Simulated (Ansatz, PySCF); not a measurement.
Reaction (SMILES): CO[SiH3] [methoxysilane] → CO[SiH2-] + H+
Geometries: B3LYP-D3(BJ)/def2-TZVP minima from Ansatz (a quantum-chemistry and plane-wave program), one conformer each, not searched for the lowest. Frequencies are from Ansatz or PySCF.

Property: gas-phase deprotonation energy (enthalpy at 298 K, with B3LYP-D3(BJ) rigid-rotor harmonic-oscillator terms), in kJ/mol. Valence correlation only, unless marked. Spin-orbit coupling is left out. No relativistic terms. Anions need diffuse functions: aug- sets have them; def2-D sets add few; the other sets have none. CBS marks a two-point X^-3 extrapolation of the correlation energy; Hartree-Fock from the larger set.

CCSD(T)/CBS(aug-cc-pV(T+d)Z,aug-cc-pV(Q+d)Z) (Ansatz) gives 1573.6 kJ/mol.

### Question
Another calculation gave 1572.6 kJ/mol. Which level was it?
(A) PBE/def2-TZVPD (Ansatz)
(B) BHLYP/def2-TZVPD (Ansatz)
(C) SVWN5/def2-TZVPD (Ansatz)
(D) B2PLYP/def2-TZVPD (Ansatz)

### Answer
D, B2PLYP/def2-TZVPD (Ansatz). The others give 1544.8 (PBE), 1507.4 (SVWN5), 1590.3 (BHLYP) kJ/mol.
